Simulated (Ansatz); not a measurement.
Process, species as SMILES: N#P (N-P) → N atom + P atom
B3LYP-D3(BJ)/def2-TZVP geometries, fixed; electronic energies without zero-point terms.

The atomisation energy at MP2 with Ansatz (a first-principles code), in kcal/mol, split into its Hartree-Fock and correlation parts. Cores are frozen. A restricted Hartree-Fock determinant is unstable towards unrestricted orbitals. Open shells are unrestricted. No added dispersion term, no relativity. Functions are those of the species that has most.

```tsv
basis	X	functions	Hartree-Fock	MP2
aug-cc-pV(D+d)Z	2	55	35.28	134.26
aug-cc-pV(T+d)Z	3	101	40.05	147.51
aug-cc-pV(Q+d)Z	4	169	40.91	153.05
aug-cc-pV(5+d)Z	5	263	41.03	155.22
```

Worked estimate of the basis-set limit from each neighbouring pair, with Hartree-Fock from the larger set and the correlation part extrapolated as X^-3.
Correlation parts: X = 2: 98.98, X = 3: 107.46, X = 4: 112.14, X = 5: 114.19.
- (2,3): (27·(107.46) - 8·(98.98))/19 = 111.03; with Hartree-Fock 40.05 the estimate is 151.08 kcal/mol.
- (3,4): (64·(112.14) - 27·(107.46))/37 = 115.56; with Hartree-Fock 40.91 the estimate is 156.47 kcal/mol.
- (4,5): (125·(114.19) - 64·(112.14))/61 = 116.34; with Hartree-Fock 41.03 the estimate is 157.37 kcal/mol.
The last two estimates differ by 0.91 kcal/mol; the largest set lies 2.15 from the last. Over the last step Hartree-Fock moves by 0.12 and the correlation part by 2.05.
